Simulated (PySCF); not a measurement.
Coordinates in bohr (charge 1 multiplicity 3):
```
Cl    0.0000    0.0000   -0.6896
Be    3.1785    0.0000    1.3380
Be   -3.1785    0.0000    1.3380
```

All numbers come from PySCF, UPBE0, basis Cl def2-TZVP, Be def2-TZVP (no relativity, density fitting).

This geometry of Be₂Cl⁺ is a stationary point at this level.

**Question.** What is the point group?

**Answer.** C2v.

**Question.** Is it a minimum?

**Answer.** Yes: all harmonic wavenumbers are real.

**Question.** List the harmonic modes with their infrared intensities.

**Answer.** 
| symmetry | ω (cm⁻¹) | IR (km/mol) |
| --- | --- | --- |
| a1 | 138 | 1.2 |
| b2 | 511 | 434 |
| a1 | 565 | 79.1 |

**Question.** Give the ideal-gas entropy at 298.15 K and 1 bar by parts.

**Answer.** translation 158.4, rotation 87.3, vibration 16.6, spin 9.1; total 271.4 J/(mol K).

In C2v the vibrations span 2a1 + b2. Here b1 is antisymmetric to the molecular plane and b2 lies in it.

This need not be the most stable arrangement of these atoms. At this level a singlet minimum of C2v symmetry lies 45 kJ/mol below this structure.
